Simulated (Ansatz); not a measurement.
A search over several starts for the lowest SCF solution of the cluster CuI₂⁻ at the given spin, in a small basis.

```yaml
crystal:
  periodic: [false, false, false]
  atoms:
    - {symbol: Cu, position_ang: [0.000479, 0.000071, 0.000143]}
    - {symbol: I, position_ang: [-0.641682, -0.607631, 2.235055]}
    - {symbol: I, position_ang: [0.641203, 0.607569, -2.235198]}
basis:
  gaussian: {orbitals: def2-SVP}
total_charge: -1
hamiltonian: {xc: pbe0, dispersion: d4}
output: {orbitals: {seedname: orbitals}}
```

```sh
$ ansatz run in.yaml --threads 4 --pin off --events-out ev --progress --plain --max-ram 3916MiB
```

Output, abridged:

```
Functional definition: PBE0
1018 factors; integrals over basis functions are off by at most 5.0e-4 eV
mean field evaluation 1: about -60833.6556 eV, gradient 4.1e1 eV
mean field evaluation 2: about -60828.1310 eV, gradient 7.1e1 eV
mean field evaluation 4: about -60836.0026 eV, gradient 9.9e-1 eV
mean field evaluation 8: about -60836.0910 eV, gradient 2.6e-2 eV
mean field -60836.09098256 eV, -2235.6851074255 hartree, gradient 3.7e-5 eV, S^2 0.000000; 0 other end points of the search recorded, 0 dependent functions left out
reference -60836.09101220 eV, -2235.6851085150 hartree; 40, 40 occupied and 43, 43 virtual orbitals, 1018 factors
Total energy: -60836.18944148 eV, -2235.6887257241 hartree
```

Run time 2 s (4 threads of Arm Neoverse N1 on a shared host).

In the def2 sets I takes a core potential; there is no spin–orbit coupling. The structure comes from a short search, and lower isomers may exist.
